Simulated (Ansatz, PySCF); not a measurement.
difluoromethyl(fluoro)silane (CH₃F₃Si), SMILES F[SiH2]C(F)F. Atoms are numbered in the order given.

```xyz
8

F      1.6360     0.9541     0.0000
Si     0.9841    -0.5461     0.0000
C     -0.9349    -0.3922     0.0000
F     -1.3477     0.2956     1.1165
F     -1.3477     0.2956    -1.1165
H      1.4111    -1.2635    -1.2446
H      1.4111    -1.2635     1.2446
H     -1.4543    -1.3840     0.0000
```

Geometry: PBE-D3(BJ)/def2-SVP. Other conformers were not sampled.

Vertical ionisation energy (IE) and electron affinity (EA) in eV. Rows of orbital energies are one-electron estimates. Where ΔSCF, EOM or ADC give a negative EA the extra electron is unbound and the value depends on the basis.

```csv
level,IE,EA
"−ε(HOMO), −ε(LUMO), HF/def2-TZVP (PySCF)",12.88,-2.63
"−ε(HOMO), −ε(LUMO), PBE/def2-TZVP (PySCF)",7.33,1.42
"ΔSCF, CAM-B3LYP/def2-SVPD (Ansatz), final states of multiplicity 2 and 2",11.71,-1.18
"ΔSCF, PBE/def2-SVPD (Ansatz), final states of multiplicity 2 and 2",10.93,-0.95
```

What vertical singlet–triplet gap does ΔSCF give with CAM-B3LYP/def2-SVPD (Ansatz, a quantum-chemistry and plane-wave program) and with PBE/def2-SVPD (Ansatz)? (The exact figures need the calculation; the answer reports its results.)

7.00 and 6.06 eV (triplet above singlet where positive).
